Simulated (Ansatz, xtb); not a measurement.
Relative energy of two isomers of C4H3NO2

Structure a: `N#C[C@@H]1O[C@@H]1C=O`, a singlet. Structure b: `N#C[C@@H]1O[C@H]1C=O`, a singlet. Both are isolated molecules in the gas phase, relaxed with B3LYP/def2-SVP; the shapes shown needn't be the lowest conformers.

a (Å):

```json
{"atom": "C", "x (Å)": "-3.6585", "y (Å)": "1.2877", "z (Å)": "-0.3320"}
{"atom": "C", "x (Å)": "-2.6197", "y (Å)": "0.2811", "z (Å)": "-0.1732"}
{"atom": "C", "x (Å)": "-1.3185", "y (Å)": "0.3601", "z (Å)": "-0.8968"}
{"atom": "C", "x (Å)": "-1.0100", "y (Å)": "1.5181", "z (Å)": "-1.8071"}
{"atom": "N", "x (Å)": "-4.5073", "y (Å)": "2.0668", "z (Å)": "-0.4518"}
{"atom": "O", "x (Å)": "-1.4337", "y (Å)": "0.6654", "z (Å)": "0.4867"}
{"atom": "O", "x (Å)": "-0.4477", "y (Å)": "1.3764", "z (Å)": "-2.8605"}
{"atom": "H", "x (Å)": "-3.0036", "y (Å)": "-0.7188", "z (Å)": "0.0721"}
{"atom": "H", "x (Å)": "-0.8156", "y (Å)": "-0.5817", "z (Å)": "-1.1540"}
{"atom": "H", "x (Å)": "-1.3388", "y (Å)": "2.5148", "z (Å)": "-1.4191"}
```

b (Å):

```xyz
10

C    -1.9226    2.4823   -2.2149
C    -1.8487    1.7587   -0.9571
C    -1.8078    0.2689   -0.9568
C    -2.4041   -0.4644    0.2118
N    -1.9916    3.0740   -3.2084
O    -0.6587    1.0556   -0.6732
O    -3.0688   -1.4586    0.0949
H    -2.3060    2.2839   -0.1066
H    -1.8172   -0.2638   -1.9163
H    -2.1722    0.0022    1.2054
```

Energies in hartree; the thermal terms are from GFN2-xTB frequencies at re-optimised GFN2-xTB minima (ideal gas, soft modes damped towards free rotors, one conformer each, 298.15 K, 1 atm) and include the zero-point energy:

|  | a | b |
| --- | --- | --- |
| E, CCSD(T)/def2-SVP | −358.127544 | −358.128276 |
| E, MP2/def2-SVP | −358.060941 | −358.061708 |
| E, MP2/def2-TZVPP | −358.722085 | −358.722279 |
| zero-point energy | 0.063297 | 0.063247 |
| H(298 K) − E | 0.070786 | 0.070774 |
| G(298 K) − E | 0.032361 | 0.032274 |

Task: Correct the CCSD(T) difference for the basis set by the MP2 change, then work out ΔE, ΔE₀, ΔH and ΔG for a → b in kcal/mol (1 Eh = 627.51 kcal/mol) and the equilibrium ratio [b]/[a].

Result: 1. Differences b − a: CCSD(T) −0.000732, MP2 in the small set −0.000767, MP2 in the large set −0.000194 Eh.
2. ΔE = −0.000732 + (−0.000194 − (−0.000767)) = −0.000159 Eh = −0.10 kcal/mol.
3. ΔE₀ = ΔE + ΔZPE = −0.000159 + (−0.000050) Eh = −0.13 kcal/mol.
4. ΔH = ΔE + (−0.000012) Eh = −0.11 kcal/mol.
5. ΔG = ΔE + (−0.000087) Eh = −0.15 kcal/mol, so ΔS = (ΔH − ΔG)/T = +0.7 J/(mol K).
6. kT = 0.9442 mEh, so K = [b]/[a] = exp(−ΔG/kT) = exp(+0.26) ≈ 1.3.

The two are too close for this level to say which is favoured. An error of 1 kcal/mol in ΔG would change K by a factor of 5.4. Mirror images and further conformers aren't counted.

As drawn, both hold the same kinds of bond in the same numbers.

Other levels gave ΔE = 0.0 (GFN2-xTB); −0.2 (HF/STO-3G, GFN2-xTB geometries); −0.3 (r2SCAN-D4/def2-SVP, GFN2-xTB geometries); −0.5 (B3LYP/def2-SVP); −0.4 (HF/def2-SVP); −0.5 (MP2/def2-SVP); −0.5 (CCSD(T)/def2-SVP) kcal/mol. The correlated steps freeze 7 core orbitals. Programs: Ansatz 0.2.0, xtb 6.7.1.
